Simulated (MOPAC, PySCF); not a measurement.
C₃H₄O₂, SMILES `C1=COCO1`, neutral singlet in the gas phase. 

Cartesian coordinates (Å):
SMILES: C1=COCO1
```xyz
9

C      0.9391     0.6734    -0.1698
C      0.9754    -0.6416    -0.0318
O     -0.2979    -1.1505     0.1549
C     -1.1724    -0.0194     0.1235
O     -0.3612     1.1396    -0.0855
H      1.7106     1.4038    -0.3284
H      1.7866    -1.3458    -0.0399
H     -1.6978     0.0664     1.0800
H     -1.8824    -0.1258    -0.7030
```
Charge 0, multiplicity 1.

All levels are single points at this geometry (B3LYP-D3(BJ)/def2-TZVP); Pople sets use spherical d functions. Orbital energies aren't observables, and empty levels follow the basis.

```tsv
level	HOMO (eV)	LUMO (eV)	gap (eV)	dipole (D)	vertical IE, Delta-SCF (eV)
B3LYP-D3(BJ)/def2-TZVP in PySCF	-5.60	0.62	6.22	0.43	8.15
PBE-D3(BJ)/def2-TZVP in PySCF	-4.51	-0.11	4.40	0.34	7.92
B3LYP/3-21G in PySCF	-5.12	1.26	6.38	0.62	–
B3LYP/6-311+G** in PySCF	-5.69	0.18	5.87	0.47	–
B3LYP/6-31G* in PySCF	-5.20	1.22	6.43	0.55	7.91
BP86/6-31G* in PySCF	-4.21	0.33	4.54	0.46	–
M06-2X/6-31G* in PySCF	-6.81	2.40	9.21	0.61	–
SVWN5/6-31G* in PySCF	-4.22	0.23	4.45	0.45	7.85
HF/3-21G in PySCF	-8.63	5.42	14.05	0.97	–
HF/6-31G* in PySCF	-8.55	5.55	14.10	0.79	7.47
HF/STO-3G in PySCF	-6.46	8.84	15.30	0.59	–
PM3 in MOPAC	-9.14	1.01	10.14	0.69	–
PM7 in MOPAC	-8.95	0.85	9.80	0.37	–
```
